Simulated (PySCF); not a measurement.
Electric field gradients and quadrupole coupling constants

Species: C5H10OSi.
SMILES with atom numbers: `[O:1]=[CH:2][C@H:3]1[CH2:4][CH2:5][SiH2:6][CH2:7]1` (hydrogens: H8 on C2; H9 on C3; H10, H11 on C4; H12, H13 on C5; H14, H15 on Si6; H16, H17 on C7)

Structure used (GFN2-xTB), in Å, numbered top down from 1:
```xyz
17
C5H10OSi angstrom
O     -0.4111    1.1172    1.8276
C      0.4992    0.3427    1.7140
C      1.0666   -0.0872    0.3994
C      0.2344   -1.3144   -0.0307
C     -1.1994   -0.8578   -0.3010
Si    -1.0372    0.9244   -0.9726
C      0.8380    1.0052   -0.6417
H      0.9416   -0.1481    2.6034
H      2.1197   -0.3624    0.5140
H      0.2766   -2.0987    0.7294
H      0.6771   -1.7098   -0.9470
H     -1.7771   -0.8702    0.6221
H     -1.6923   -1.5425   -0.9885
H     -1.2820    0.9468   -2.4235
H     -1.8588    1.9238   -0.3075
H      1.1853    1.9661   -0.2683
H      1.4122    0.7770   -1.5390
```

Field gradients from the PBE0/pcSseg-1 density (PySCF, non-relativistic), principal values in atomic units, ordered |Vxx| ≤ |Vyy| ≤ |Vzz|:

| atom | Vxx | Vyy | Vzz |
| --- | --- | --- | --- |
| O1 | 0.4283 | 1.5315 | -1.9598 |

Question: Find the asymmetry η = (Vxx − Vyy)/Vzz and the couplings χ = eQV/h (234.96 MHz × Q in barn × V in au), with Q(17O) = −0.0256 b.

Answer: 
```
atom      environment  nucleus     η  χzz (MHz)  χxx (MHz)  χyy (MHz)
  O1  aldehyde oxygen      17O  0.56      11.79      -2.58      -9.21
```

The tensor is traceless: Vxx + Vyy + Vzz = 0.

Question: What is Vzz at O1 in SI units (1 au = 9.71736 × 10²¹ V/m²)?

Answer: -1.9598 au = -19.044 × 10²¹ V/m².

Question: What couplings would deuterons (Q(2H) = 0.00286 b) have in place of the hydrogens, at this geometry?

Answer: 
| atom | bonded to | bond length (Å) | Vzz (au) | η | χzz (kHz) |
| --- | --- | --- | --- | --- | --- |
| H8 | C2 | 1.108 | 0.2701 | 0.00 | 182 |
| H9 | C3 | 1.094 | 0.2986 | 0.03 | 201 |
| H10 | C4 | 1.093 | 0.3034 | 0.02 | 204 |
| H11 | C4 | 1.092 | 0.3043 | 0.01 | 204 |
| H12 | C5 | 1.089 | 0.3147 | 0.05 | 211 |
| H13 | C5 | 1.088 | 0.3200 | 0.04 | 215 |
| H14 | Si6 | 1.472 | 0.1577 | 0.00 | 106 |
| H15 | Si6 | 1.455 | 0.1706 | 0.04 | 115 |
| H16 | C7 | 1.088 | 0.3192 | 0.05 | 215 |
| H17 | C7 | 1.089 | 0.3170 | 0.04 | 213 |

The structure is a single GFN2-xTB conformer in the gas phase; no vibrational or solvent corrections. GFN2-xTB bond lengths can be off by several hundredths of an ångström, more for odd bonds, and the gradients follow them. With a basis this small, the couplings can be 20 % off.
